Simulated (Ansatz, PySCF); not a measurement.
Gas-phase reaction (SMILES): O[Si](O)(O)Cl + [H][H] (H2) → O[SiH](O)O [trihydroxysilane] + Cl (HCl); hydrogen cleaves one Si-Cl bond, a model of a ligand-exchange step.

Each molecule is optimised on its own at B3LYP-D3(BJ)/def2-TZVP (Ansatz, a quantum-chemistry and plane-wave program), one conformer each, not searched for the lowest. Valence correlation only, unless marked. No spin-orbit coupling. Non-relativistic. CBS marks a two-point X^-3 extrapolation of the correlation energy; Hartree-Fock from the larger set. The bracket is a focal-point correction in the basis named. Thermal terms are rigid-rotor harmonic-oscillator values from B3LYP-D3(BJ) frequencies (Ansatz or PySCF) at 298.15 K and 1 atm. 1 Eh = 627.5095 kcal/mol.

| species | E, RI-MP2/CBS(aug-cc-pV(T+d)Z,aug-cc-pV(Q+d)Z)+[CCSD(T)-MP2]/aug-cc-pV(T+d)Z (Ansatz) (Eh) | E, wB97M-V/def2-TZVPD (Ansatz) (Eh) | H - E (Eh) |
|---|---|---|---|
| O[Si](O)(O)Cl | -976.40476 | -977.42436 | 0.05273 |
| [H][H] (H2) | -1.17524 | -1.16077 | 0.01336 |
| O[SiH](O)O | -517.16771 | -517.76065 | 0.05830 |
| Cl (HCl) | -460.37874 | -460.79070 | 0.01000 |

**Question.** Work out ΔE and ΔH at 298.15 K at the first level, then ΔH at the second.

**Answer.** 
1. ΔE = [(-517.16771) + (-460.37874)] - [(-976.40476) + (-1.17524)] = 0.03355 Eh = 21.1 kcal/mol at RI-MP2/CBS(aug-cc-pV(T+d)Z,aug-cc-pV(Q+d)Z)+[CCSD(T)-MP2]/aug-cc-pV(T+d)Z.
2. The terms H - E add up to 0.00221 Eh, so ΔH = (0.03355 + (0.00221))×627.5095 = 22.4 kcal/mol.
3. At wB97M-V/def2-TZVPD the same steps give ΔE = 21.2 and ΔH = 22.6 kcal/mol, a shift of +0.2 from the first level.
4. These values are not checked against measurement here, since the tables used lack a sound gas-phase enthalpy of formation for at least one species.
